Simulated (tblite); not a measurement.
Compound: C6H11O2 (doublet state).
Atom-mapped SMILES: `[CH3:1][CH:2]([CH3:3])[C@@H:4]1[O:5][CH2:6][C@H:7]1[O:8]` (hydrogens: H9, H10, H11 on C1; H12 on C2; H13, H14, H15 on C3; H16 on C4; H17, H18 on C6; H19 on C7)

The geometry is computed with GFN2-xTB (gas phase). This method treats the open shell by occupation alone, without spin polarisation.

**Question.** Give the optimised bond lengths and angles.

**Answer.** 
| bond | length (bohr) | order |
| --- | --- | --- |
| C1–C2 | 2.898 | single |
| C2–C3 | 2.883 | single |
| C2–C4 | 2.848 | single |
| C4–O5 | 2.644 | single |
| O5–C6 | 2.702 | single |
| C6–C7 | 2.928 | single |
| C7–O8 | 2.396 | single |
| C4–C7 | 3.153 | single |
| C1–H9, C1–H10, C1–H11 | 2.054 | single |
| C2–H12 | 2.069 | single |
| C3–H13, C3–H14, C3–H15 | 2.054 | single |
| C4–H16 | 2.071 | single |
| C6–H17 | 2.066 | single |
| C6–H18 | 2.062 | single |
| C7–H19 | 2.098 | single |

Bonds in one row agree within 0.02 bohr and their mean is given. Orders are formal, as drawn. A selection of angles:
| angle | degrees |
| --- | --- |
| C1–C2–C3 | 111.4 |
| C1–C2–C4 | 108.0 |
| C3–C2–C4 | 110.5 |
| C2–C4–O5 | 116.7 |
| C2–C4–C7 | 118.8 |
| O5–C4–C7 | 89.0 |
| C4–O5–C6 | 94.2 |
| O5–C6–C7 | 92.8 |
| C6–C7–O8 | 123.7 |
| C4–C7–C6 | 80.1 |
| C4–C7–O8 | 116.8 |

Torsions: C1–C2–C4–O5 -69° (synclinal); C2–C4–O5–C6 -137° (anticlinal); C4–O5–C6–C7 16° (synperiplanar); O5–C6–C7–O8 -130° (anticlinal); C2–C4–C7–C6 134° (anticlinal).

The 4-membered ring C4–O5–C6–C7 has internal angles of 80.1° to 94.2°; it is puckered, 0.10 Å rms from its mean plane, widest ring torsion 16°. The 3 C–O bonds span 1.268 Å (C7–O8, drawn single) to 1.430 Å (O5–C6, drawn single), a spread of 0.162 Å. Of the pairs four or more bonds apart, C7···H13 is among the closest relative to their van der Waals radii: 2.86 Å, 98 % of the sum of Bondi's values. The C–C distances run from 1.507 Å (C2–C4, drawn single) to 1.668 Å (C4–C7, drawn single), a spread of 0.161 Å.

Point group: C1 (no symmetry element, even within 0.4 Å). Its GFN2-xTB frequencies are all real (lowest 64 cm⁻¹). 3 starts were optimised and ended at 0.00, 0.07 and 0.75 kcal/mol (GFN2-xTB); the lowest of these is shown.

Hardware: an Arm Neoverse V2 with one thread, shared host with 96 logical CPUs at a one-minute load of 37. Cost: 0.22 s of wall time. That covers the optimisation of the geometry.

One conformer stands for the species.
